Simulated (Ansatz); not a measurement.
Two isomers of C2H6AlNO: A = `O[CH]1C[NH][AlH]1`, B = `[NH2][Al]1[CH2]C[O]1`.

Program: Ansatz. Geometries: PBE0-D4/def2-TZVP. ΔE: electronic, gas phase. CCSD(T)/CBS is the MP2 limit (def2-TZVPP, def2-QZVPP) plus CCSD(T) − MP2 in def2-TZVPP, frozen cores. DFT in def2-TZVPP. B3LYP here is the variant with VWN-RPA as its local correlation; programs differ in this. One conformer a species, not always the lowest.

A:

```xyz
11

O     0.770    1.191   -1.360
C     0.581    0.650   -0.052
C    -0.923    0.369    0.178
N    -0.959   -1.069    0.488
Al    0.772   -1.310    0.272
H     1.713    1.262   -1.518
H     0.954    1.353    0.703
H    -1.331    0.978    0.994
H    -1.465    0.621   -0.741
H    -1.849   -1.480    0.708
H     1.739   -2.565    0.328
```

B:

Z-matrix (Å, degrees):
```
C
O 1 1.446
Al 1 2.274 2 49.1
C 1 1.547 2 106.6 3 -0.0
H 1 1.095 2 109.0 3 -120.9
H 1 1.095 2 109.0 3 120.9
N 3 1.759 1 171.2 2 0.0
H 4 1.090 1 113.9 2 117.1
H 4 1.090 1 113.9 2 -117.1
H 7 1.007 3 124.8 1 180.0
H 7 1.007 3 124.9 1 -0.0
```

Question: Which isomer does CCSD(T)/CBS put lower? Give the gap. (An estimate is asked.)

Answer: Ansatz gave: B, by 229.6 kJ/mol.

Question: Give E(B) − E(A) in kJ/mol with ωB97M-V, PBE-D4, CCSD(T)/def2-TZVPP, PBE0-D4, MP2/def2-TZVPP, CCSD/def2-TZVPP, B3LYP. (An estimate is asked.)

Answer: Computed: ωB97M-V -228.5, PBE-D4 -215.7, CCSD(T)/def2-TZVPP -229.1, PBE0-D4 -221.1, MP2/def2-TZVPP -237.5, CCSD/def2-TZVPP -230.7, B3LYP -229.4. None reverses the order clearly.

Largest T1 diagnostic: 0.013.

From PBE to PBE0 (25 % exact exchange), in def2-TZVPP and without D4, E(B) − E(A) moves by −5.0 kJ/mol.
